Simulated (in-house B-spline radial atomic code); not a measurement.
**W V (W4+): 1s1 2s2 2p6 3s2 3p6 3d10 4s1 4p6 4d10 4f14 5s2 5p6 5d4 (with a hole in an inner shell)**

Level of theory: Dirac-Kohn-Sham PBE0, spherical fractional occupations, Fermi nucleus of rms radius 5.3658 fm; calculated with a B-spline radial code for spherical atoms.

Effective charges: Z_r = [3n² - l(l+1)]/(2<r>) from the radius, Z_e = n√(-2ε) from the energy, and Slater's rules. Values are occupation-weighted means over j. An effective charge above Z reflects the relativistic contraction of the inner shells.

```csv
shell,electrons,ε (eV),<r> (bohr),Z_r,Z_e,Slater
1s,1,-70540,0.01827,82.11,72.00,74.00
2s,2,-12400,0.07613,78.81,60.38,70.70
2p,6,-11002,0.06799,73.54,56.87,70.70
3s,2,-2936.2,0.1979,68.23,44.07,63.75
3p,6,-2507.5,0.197,63.44,40.73,63.75
3d,10,-1962.7,0.1791,58.62,36.03,53.85
4s,1,-660.68,0.442,54.30,27.87,47.60
4p,6,-520.75,0.4659,49.36,24.75,47.60
4d,10,-323.07,0.4963,42.32,19.49,36.85
5s,2,-137.86,1.023,36.67,15.92,18.20
4f,14,-104.79,0.5586,32.22,11.10,25.45
5p,6,-98.465,1.16,31.45,13.45,18.20
5d,4,-47.853,1.552,22.23,9.38,6.95
```

The least bound orbital is 5d5/2 at -47.32 eV, and it is also the most diffuse (<r> = 1.567 bohr). The part-filled 1s shell lies below the filled 5p shell in orbital energy.

Spin-orbit splittings of the orbital energies (j = l + 1/2 above j = l - 1/2 when positive): 2p 1416 eV, 3p 308.6 eV, 3d 68.13 eV, 4p 72.71 eV, 4d 13.85 eV, 4f 2.695 eV, 5p 11.97 eV, 5d 1.324 eV.

For the 1s electron the small component carries 7.84 % of the norm, the zero-frequency Breit interaction raises the level by 167.7 eV, self-energy by 153.2 eV, and vacuum polarisation lowers it by 29.01 eV.

Caution: exact exchange at fractional occupations of open shells leaves self-interaction of up to several eV.
